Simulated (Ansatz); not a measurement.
Ansatz (a program for electronic structure) input (PBE/LANL2DZ): The .json file is the Basis Set Exchange's LANL2DZ.

Ansatz 0.2 input:
```yaml
crystal:
  periodic: [false, false, false]
  atoms:
    - {symbol: C, position_ang: [1.32088000, 2.45053700, 1.15302600]}
    - {symbol: C, position_ang: [1.47004500, 1.41849700, 0.54675600]}
    - {symbol: Si, position_ang: [1.59910900, -0.17002500, -0.34538400]}
    - {symbol: Si, position_ang: [-0.36441100, -1.38148300, 0.07176200]}
    - {symbol: Si, position_ang: [-2.22318100, -0.03327000, -0.39814700]}
    - {symbol: H, position_ang: [1.19726000, 3.36345400, 1.68493300]}
    - {symbol: H, position_ang: [1.72989300, 0.10732300, -1.79511300]}
    - {symbol: H, position_ang: [2.81126000, -0.88722400, 0.11392800]}
    - {symbol: H, position_ang: [-0.38934200, -1.80449400, 1.49502500]}
    - {symbol: H, position_ang: [-0.38416300, -2.60043400, -0.77817200]}
    - {symbol: H, position_ang: [-3.48516100, -0.79954000, -0.25350800]}
    - {symbol: H, position_ang: [-2.13206100, 0.47173900, -1.78979300]}
    - {symbol: H, position_ang: [-2.25448100, 1.12185700, 0.52877000]}
basis:
  gaussian:
    orbitals: LANL2DZ.json
hamiltonian:
  xc: {name: PBE}
output: {forces: true}
```

Output:

```
Functional definition: PBE
integrals: 0.02 GiB planned
785 factors; integrals over basis functions are off by at most 4.6e-4 eV
mean field: 0.12 GiB planned
mean field evaluation 1: about -2510.6106 eV, gradient 3.8e1 eV
mean field evaluation 2: about -2504.8666 eV, gradient 5.7e1 eV
mean field evaluation 4: about -2515.5246 eV, gradient 1.1e1 eV
mean field evaluation 8: about -2515.7336 eV, gradient 5.5e-2 eV
mean field evaluation 16: about -2515.7336 eV, gradient 1.7e-5 eV
mean field -2515.73358561 eV, -92.4515040455 hartree, gradient 1.7e-5 eV, S^2 0.000000; 0 other end points of the search recorded, 0 dependent functions left out
the calculation of the forces begins
reference -2515.73363033 eV, -92.4515056893 hartree; 16, 16 occupied and 42, 42 virtual orbitals, 785 factors
Total energy: -2515.73363033 eV, -92.4515056893 hartree
Atom 0 at     1.320880     2.450537     1.153026 Å, force    -0.337536     2.562661     1.489642 eV/Å
Atom 1 at     1.470045     1.418497     0.546756 Å, force     0.367379    -2.535576    -1.483208 eV/Å
Atom 2 at     1.599109    -0.170025    -0.345384 Å, force    -0.153110    -0.167839     0.009741 eV/Å
Atom 3 at    -0.364411    -1.381483     0.071762 Å, force    -0.049539     0.193553    -0.107373 eV/Å
Atom 4 at    -2.223181    -0.033270    -0.398147 Å, force     0.179545    -0.157772     0.037900 eV/Å
Atom 5 at     1.197260     3.363454     1.684933 Å, force    -0.050739     0.403812     0.234993 eV/Å
Atom 6 at     1.729893     0.107323    -1.795113 Å, force     0.031093     0.016391    -0.308000 eV/Å
Atom 7 at     2.811260    -0.887224     0.113928 Å, force     0.239183    -0.190996     0.074243 eV/Å
Atom 8 at    -0.389342    -1.804494     1.495025 Å, force     0.002428    -0.082377     0.228706 eV/Å
Atom 9 at    -0.384163    -2.600434    -0.778172 Å, force     0.000930    -0.208272    -0.127347 eV/Å
Atom 10 at    -3.485161    -0.799540    -0.253508 Å, force    -0.226629    -0.143859     0.029323 eV/Å
Atom 11 at    -2.132061     0.471739    -1.789793 Å, force     0.006294     0.095310    -0.247090 eV/Å
Atom 12 at    -2.254481     1.121857     0.528770 Å, force    -0.009300     0.214965     0.168470 eV/Å
Dipole moment:    -0.051069     0.002005     0.020875 e Å
```

The geometry given is a B3LYP-D3(BJ)/def2-TZVP minimum.
